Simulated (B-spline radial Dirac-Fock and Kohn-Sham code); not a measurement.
# Auger decay of the 3d3/2 hole in Dy⁶⁺

System: the Dy⁶⁺ ion in the configuration [Kr] 4d10 4f8 5s2 5p4.

The computed values come from a radial finite-basis atomic code: independent-particle rates on relativistic LDA orbitals of the hole state (multipoles up to L = 3, Coulomb Auger matrix elements, transition energies from Dirac-Fock). Kinetic energies are configuration averages from the vacuum level; the two-hole energies are estimated from single-hole states.

```tsv
transition	kinetic energy (eV)	width (meV)	share (%)
M4-N1N4	619.8	77.3	6.9
M4-N2N4	704.7	66.2	5.9
M4-N3N4	–	142	12.7
M4-N4N4	876.1	122	10.9
M4-N4N5	882.5	248	22.3
M4-N4N7	1043.9	77.9	7.0
M4-N4N6	1043.9	61.1	5.5
M4-N5N6	1049.8	63.0	5.6
M4-N6N6	1209.2	28.9	2.6
M4-N6N7	1210.3	85.1	7.6
```

A dash stands for an energy that rests on an unreliable hole state.

The listed channels hold 87 % of the non-radiative rate. Summed by principal shells, of 1.12 eV in all: MNN 95.5 %, MNO 4.4 %.
